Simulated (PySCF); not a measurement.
From one molecule to another.

First species: methyl propyl disulfide, C4H10S2.
InChI=1S/C4H10S2/c1-3-4-6-5-2/h3-4H2,1-2H3

Second species: Ag(PF3)F (singlet state).
SMILES: `[F][Ag]<-[P](F)(F)F`

Levels: CAM-B3LYP/def2-SVPD for dipole moment, HOMO energy, LUMO energy, HOMO–LUMO gap and static isotropic polarisability; TDDFT CAM-B3LYP/def2-SVPD for lowest singlet excitation; TDA CAM-B3LYP/def2-SVPD for lowest triplet excitation (Tamm–Dancoff); ΔSCF CAM-B3LYP/def2-SVPD for vertical ionisation energy; PBE0-D3(BJ)/def2-SVP for rotational constant A and rotational constant C. Geometries: PBE0-D3(BJ)/def2-SVP. Each structure is a single optimised conformer of the isolated species (atoms past krypton carry core potentials, spin–orbit coupling is left out); the electronic structure was computed with PySCF and density fitting.

Dipoles, sizes and rotational constants follow the conformer. The torsions of the flexible species, by atom-mapped SMILES:
- `[CH3:1][CH2:2][CH2:3][S:4][S:5][CH3:6]`: C1–C2–C3–S4 180°, C2–C3–S4–S5 66°, C3–S4–S5–C6 87°

Values for the first species:

```
Dipole moment                            : 2.11 D
HOMO energy                              : -8.05 eV
LUMO energy                              : 0.51 eV
HOMO–LUMO gap                            : 8.56 eV
Lowest singlet excitation                : 4.83 eV
Lowest triplet excitation (Tamm–Dancoff) : 4.13 eV
Static isotropic polarisability          : 93.8 au
Vertical ionisation energy               : 8.81 eV
Rotational constant A                    : 3.969 GHz
Rotational constant C                    : 1.037 GHz
```

(1) Estimate the same properties for the second species, and the change in each.

## Answers

(1) 
```json
{"property": "dipole moment", "first": "2.11 D", "second": "5.39 D", "second less first": "+3.28 D"}
{"property": "HOMO energy", "first": "-8.05 eV", "second": "-10.06 eV", "second less first": "-2.01 eV"}
{"property": "LUMO energy", "first": "0.51 eV", "second": "-1.09 eV", "second less first": "-1.60 eV"}
{"property": "HOMO–LUMO gap", "first": "8.56 eV", "second": "8.97 eV", "second less first": "+0.41 eV"}
{"property": "lowest singlet excitation", "first": "4.83 eV", "second": "5.56 eV", "second less first": "+0.73 eV"}
{"property": "lowest triplet excitation (Tamm–Dancoff)", "first": "4.13 eV", "second": "5.07 eV", "second less first": "+0.94 eV"}
{"property": "static isotropic polarisability", "first": "93.8 au", "second": "49.8 au", "second less first": "-44.0 au"}
{"property": "vertical ionisation energy", "first": "8.81 eV", "second": "11.04 eV", "second less first": "+2.23 eV"}
{"property": "rotational constant A", "first": "3.969 GHz", "second": "4.622 GHz", "second less first": "+0.653 GHz"}
{"property": "rotational constant C", "first": "1.037 GHz", "second": "0.844 GHz", "second less first": "-0.193 GHz"}
```

On the first: S1 lies 3.73 eV below the HOMO–LUMO gap; its leading configuration is HOMO→LUMO, weight 0.88. The ΔSCF ionisation energy exceeds −ε(HOMO) by 0.76 eV with CAM-B3LYP.

On the second: No computed singlet falls in the visible range (750 to 380 nm, 1.65 to 3.26 eV); S1 lies 2.30 eV above its blue end. The principal polarisabilities are 43.1, 43.1 and 63.1 au; their mean is the isotropic value. Atoms past krypton carry effective core potentials; spin–orbit coupling is left out.
